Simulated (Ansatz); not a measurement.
Reaction (adduct formation): `[F][Al]([F])[F]` + H₂Se → `[F][Al-]([F])([F])[SeH2+]`

Program: Ansatz. Geometries: PBE0-D4/def2-TZVP. ΔE: electronic, gas phase. CBS: MP2 limit from def2 TZ/QZ plus the TZ coupled-cluster correction, frozen cores. This one scheme is used for every species. DFT in def2-TZVPP. For Se outer-core shells are correlated without core-valence functions, which leaves a few kJ/mol of doubt a bond. Scalar relativity is left out up to krypton. One conformer a species, not always the lowest.

`[F][Al]([F])[F]`:

```xyz
4

F     0.237    1.116    1.163
Al    0.000    0.000    0.000
F    -0.836   -1.358    0.333
F     0.599    0.242   -1.495
```

H₂Se:

Cartesian coordinates in Å:
```
Se -0.669 0.088 0.113
H 0.549 0.387 0.874
H 0.120 -0.475 -0.987
```

`[F][Al-]([F])([F])[SeH2+]`:

Z-matrix (Å, degrees):
```
Al
F 1 1.650
F 1 1.649 2 117.3
F 1 1.649 2 117.3 3 -150.7
Se 1 2.593 2 99.9 3 104.7
H 5 1.470 1 93.7 2 46.2
H 5 1.470 1 93.8 2 -45.7
```

Question: Is it downhill or uphill in electronic energy at CCSD(T)/CBS, and by how much? (An estimate is asked.)

Answer: Computed: Downhill: ΔE = -19.2 kcal/mol.

Question: What do these levels give: PBE-D4, r2SCAN0-D4, B2PLYP, PBE0, r2SCANh, r2SCAN0? (Best estimate.)

Answer: The calculation gave: PBE-D4 -20.4, r2SCAN0-D4 -20.7, B2PLYP -17.1, PBE0 -19.1, r2SCANh -20.3, r2SCAN0 -20.2 kcal/mol.

Largest T1 diagnostic among the species: 0.013.

Leaving LDA and LC-ωPBE aside and taking each functional with its dispersion term where it has one, the values spread over 3.6 kcal/mol, from r2SCAN0-D4 to B2PLYP. LDA lies −6.0 kcal/mol from PBE without D4. From BLYP to BHLYP (50 % exact exchange), in def2-TZVPP and without D4, ΔE moves by −2.7 kcal/mol. In def2-TZVPP, CCSD(T) changes the Hartree–Fock value by −4.5 kcal/mol (the triples alone add −0.6 kcal/mol) and MP2 by −4.4 kcal/mol.
